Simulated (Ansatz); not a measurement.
Cost and result up the ladder for Li₈F₈ (started as a model of: 1x4x4 LiF rock-salt block) (16 atoms). Charge 0, multiplicity 1. Geometry: PBE0-D4/def2-SVP.

```tsv
atom	x (Å)	y (Å)	z (Å)
Li1	2.2727	-2.7409	-0.4529
F2	0.5863	-2.7857	-0.7257
Li3	-1.1113	-2.5920	-0.1638
F4	-2.7688	-2.3129	-0.4703
F5	2.5955	-1.0917	-0.1502
Li6	0.7385	-0.9212	-0.4282
F7	-0.8081	-0.8847	0.5613
Li8	-2.6397	-0.7026	0.0854
Li9	2.6391	0.7027	-0.0824
F10	0.8108	0.8873	-0.5707
Li11	-0.7375	0.9225	0.4165
F12	-2.5963	1.0918	0.1515
F13	2.7665	2.3110	0.4786
Li14	1.1116	2.5929	0.1624
F15	-0.5855	2.7844	0.7241
Li16	-2.2738	2.7392	0.4641
```

Ansatz on 4 threads of Intel Xeon Platinum 8259CL on a shared host. Times are rough, and most runs start from the orbitals of an earlier one. CAM-B3LYP-D4/def2-TZVP serves as the yardstick here, not as an exact answer. Differences are given only for rows in sets of like size (and for xTB, whose basis is part of the method), since another set adds its own error. Binding counts from free atoms at the same level (Li doublet, F doublet; other spins of the atoms weren't run), without zero-point energy or a counterpoise term.

LC-ωPBE has ω = 0.4 bohr⁻¹. B3LYP takes the VWN-RPA correlation.

```tsv
level	functions	wall time	binding energy per atom (eV)	difference from CAM-B3LYP-D4/def2-TZVP (eV)
HF/6-31G	144	1.8 s	3.06	–
PBE-D4/def2-SVP	184	3 s	4.15	–
B3LYP-D4/6-31G	144	4.3 s	4.03	–
PBE0-D4/def2-SVP	184	4.4 s	4.01	–
revPBE-D4/def2-TZVP	360	5.5 s	3.82	-0.20
PBE-D4/def2-TZVP (with forces)	360	7.5 s	3.97	-0.06
LC-ωPBE/def2-TZVP	360	8.5 s	3.92	-0.10
PBE-D4/def2-TZVPD	456	9 s	3.97	-0.06
PBE0-D4/def2-TZVP	360	10 s	3.84	-0.18
CAM-B3LYP-D4/def2-TZVP	360	11 s	4.02	0.00
B97M-V/def2-TZVP	360	17 s	3.93	-0.09
r2SCANh-D4/def2-TZVP (with forces)	360	19 s	3.89	-0.13
PBE0-D4/def2-TZVPD	456	21 s	3.85	-0.17
r2SCANh-D4/def2-TZVPD	456	26 s	3.90	-0.12
```
